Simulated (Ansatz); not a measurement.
Geometry optimisation, RKS B3LYP-D4/def2-SVP (Ansatz).

Input file:

```yaml
crystal:
  periodic: [false, false, false]
  atoms:
    - { symbol: F, position_ang: [1.9656, -1.3575, 0.5547] }
    - { symbol: B, position_ang: [0.472, -1.216, 0.5747] }
    - { symbol: F, position_ang: [-0.3635, -2.3605, 0.2177] }
    - { symbol: O, position_ang: [-0.088, 0.0163, 1.0683] }
    - { symbol: Si, position_ang: [-0.11935, -0.13422, 2.79574] }
    - { symbol: H, position_ang: [-0.63345, 1.13967, 3.38703] }
    - { symbol: H, position_ang: [-1.08292, -1.21816, 3.12253] }
    - { symbol: H, position_ang: [1.16758, -0.4286, 3.35012] }
basis:
  gaussian: { orbitals: def2-SVP }
hamiltonian:
  xc: b3lyp
  dispersion: d4
relax:
  f_tol: 0.015
  max_steps: 40
```

Launched with:

```bash
$ ansatz run input.yaml --threads 1 --pin off --max-ram 2048MiB --backend cpu --events-out ev --progress --plain --runs-dir out
```

Question: Where does it end, and by what steps?

Answer: The forces met the threshold. After 10 steps the energy has fallen by 1.590 eV; F3 moved furthest, 1.13 Å.

```csv
step,energy less start (eV),largest force component (eV/Å),accepted
0,0.0000,5.139,yes
1,-0.8746,3.118,yes
2,-1.4057,0.541,yes
3,-1.4780,0.271,yes
4,-1.5277,0.293,yes
5,-1.5713,0.175,yes
6,-1.5862,0.067,yes
7,-1.5884,0.037,yes
8,-1.5889,0.171,yes
9,-1.5901,0.024,yes
10,-1.5902,0.013,yes
```

```xyz
8
Properties=species:S:1:pos:R:3
F 1.788 -1.478 0.642
B 0.477 -1.341 0.475
F -0.039 -1.746 -0.674
O -0.311 -0.815 1.424
Si -0.169 -0.180 2.974
H -0.644 1.227 2.932
H -1.032 -0.989 3.873
H 1.248 -0.237 3.425
```

Run time: 72 s on 1 CPU thread of a shared host.
